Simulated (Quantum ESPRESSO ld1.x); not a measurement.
Problem. The mean radii <r> (bohr) of the occupied orbitals of an atom or ion are listed with their occupations. Method: scalar-relativistic Kohn-Sham, LDA (Slater exchange, VWN5 correlation), spin-polarised, spherical densities, point nucleus; computed with ld1.x of Quantum ESPRESSO 7.5.

| orbital | occ. | <r> |
|---|---|---|
| 1s up | 1 | 0.01836 |
| 1s down | 1 | 0.01836 |
| 2s up | 1 | 0.07758 |
| 2s down | 1 | 0.07757 |
| 2p up | 3 | 0.06943 |
| 2p down | 3 | 0.06943 |
| 3s up | 1 | 0.1994 |
| 3s down | 1 | 0.1993 |
| 3p up | 3 | 0.1990 |
| 3p down | 3 | 0.1989 |
| 3d up | 5 | 0.1796 |
| 3d down | 5 | 0.1796 |
| 4s up | 1 | 0.4080 |
| 4s down | 1 | 0.4081 |
| 4p up | 3 | 0.4206 |
| 4p down | 3 | 0.4208 |
| 4d up | 2 | 0.4202 |

Name the element and its charge. Open shells, if any, are filled with parallel spins first.

Solution. Z = 74, tungsten, charge +36: W36+ in [Kr] 4d2. The 1s radius gives Z: for a bare nucleus <r> = (2 gamma + 1)/(2Z) with gamma = sqrt(1 - (Z/c)^2), 0.01813 bohr for Z = 74, and screening makes it slightly larger (0.01836 here). The occupations add up to 38, and the charge is Z minus that.
